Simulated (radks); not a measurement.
Problem. Tb III, 63 electrons, occupied as [Xe] 4f8.5 6s0.5 (fractional occupations, a model configuration). All-electron calculation, Dirac Kohn-Sham, LDA (Slater exchange, Perdew-Wang correlation), spin-unpolarised, spherical densities, finite nucleus; open shells fill j = l - 1/2 first; Fermi nuclear charge, rms radius 5.06 fm. Program: a radial shooting solver on a logarithmic mesh with Libxc functionals. Some entries of the table are withheld. Estimate them.

orbital,occ.,eigenvalue (hartree),r(max) (bohr)
1s1/2,2,-1902.335,0.01365
2s1/2,2,-315.7940,0.07773
2p1/2,2,-300.2780,(1)
2p3/2,4,-272.8749,(2)
3s1/2,2,(3),0.2202
3p1/2,2,-63.77960,(4)
3p3/2,4,-58.12552,(5)
3d3/2,4,(6),0.1743
3d5/2,6,(7),0.1778
4s1/2,2,-14.49562,0.5052
4p1/2,2,-11.84269,0.5087
4p3/2,4,-10.57590,0.5356
4d3/2,4,-6.19560,0.5418
4d5/2,6,-5.96652,0.5505
5s1/2,2,-2.37545,1.176
5p1/2,2,-1.64771,1.282
5p3/2,4,-1.47717,1.362
4f5/2,6,-0.79311,0.5499
4f7/2,2.5,-0.76303,0.5551
6s1/2,0.5,-0.57487,3.013

Solution. 
(1) 2p1/2 r(max) (bohr): 0.05860
(2) 2p3/2 r(max) (bohr): 0.06453
(3) 3s1/2 eigenvalue (hartree): -70.54905
(4) 3p1/2 r(max) (bohr): 0.2074
(5) 3p3/2 r(max) (bohr): 0.2199
(6) 3d3/2 eigenvalue (hartree): -46.40764
(7) 3d5/2 eigenvalue (hartree): -45.17285
